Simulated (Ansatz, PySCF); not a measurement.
Compounds of Si with 4 ligands, in which NH2 is traded for OH. Quantity: H-O bond dissociation enthalpy, 298 K, in kcal/mol. Structures are relaxed separately at B3LYP-D3(BJ)/def2-TZVP in Ansatz (a quantum-chemistry and plane-wave program), one conformer each, not searched for the lowest. Frequencies are from Ansatz or PySCF. Cores are frozen in the correlated levels unless marked. UHF or UKS for open shells. Spin-orbit coupling is left out. Non-relativistic. Basis-set limits of correlation are two-point, X^-3; Hartree-Fock from the larger set. [CCSD(T)-MP2]/basis is that difference in the basis named. Rows marked 298 K are enthalpies with B3LYP-D3(BJ) harmonic zero-point and thermal terms. The first level has limits of its own.

```
n(OH)                          species (SMILES)  RI-MP2/CBS(cc-pV(T+d)Z,cc-pV(Q+d)Z)+[CCSD(T)-MP2]/cc-pV(T+d)Z (Ansatz)  PBE/def2-TZVPD (Ansatz)  wB97X-V/def2-TZVPD (Ansatz)
-----  ----------------------------------------  ----------------------------------------------------------------------  -----------------------  ---------------------------
1      N[Si](N)(N)O, to N[Si](N)(N)[O] + H atom                                                                   121.5                    105.6                        115.7
2      N[Si](N)(O)O, to N[Si](N)([O])O + H atom                                                                   121.6                    105.5                        115.9
3      N[Si](O)(O)O, to N[Si]([O])(O)O + H atom                                                                       ?                        ?                            ?
4      O[Si](O)(O)O, to [O][Si](O)(O)O + H atom                                                                   122.6                    113.9                        117.3
```

Problem. Fit a straight line through the known rows at each level by least squares, predict the withheld row (n(OH) = 3), and compare with the run.

Solution. 
- The known rows have mean n(OH) = 2.33333 and Σ(n(OH) - mean)² = 4.6667.
- RI-MP2/CBS(cc-pV(T+d)Z,cc-pV(Q+d)Z)+[CCSD(T)-MP2]/cc-pV(T+d)Z: mean 121.900, Σ(n(OH) - mean)(y - mean) = 1.800, slope 0.386 kcal/mol a step; the line gives 121.900 + (0.386)×(3 - 2.33333) = 122.2; the run gives 121.9, -0.3 from the line, whose largest residual on the known rows is 0.2.
- PBE/def2-TZVPD: mean 108.333, Σ(n(OH) - mean)(y - mean) = 13.867, slope 2.971 kcal/mol a step; the line gives 108.333 + (2.971)×(3 - 2.33333) = 110.3; the run gives 106.1, -4.2 from the line, whose largest residual on the known rows is 1.8.
- wB97X-V/def2-TZVPD: mean 116.300, Σ(n(OH) - mean)(y - mean) = 2.600, slope 0.557 kcal/mol a step; the line gives 116.300 + (0.557)×(3 - 2.33333) = 116.7; the run gives 116.1, -0.6 from the line, whose largest residual on the known rows is 0.2.
- PBE minus the first level along the series: -15.9, -16.1, -15.8, -8.7 kcal/mol.
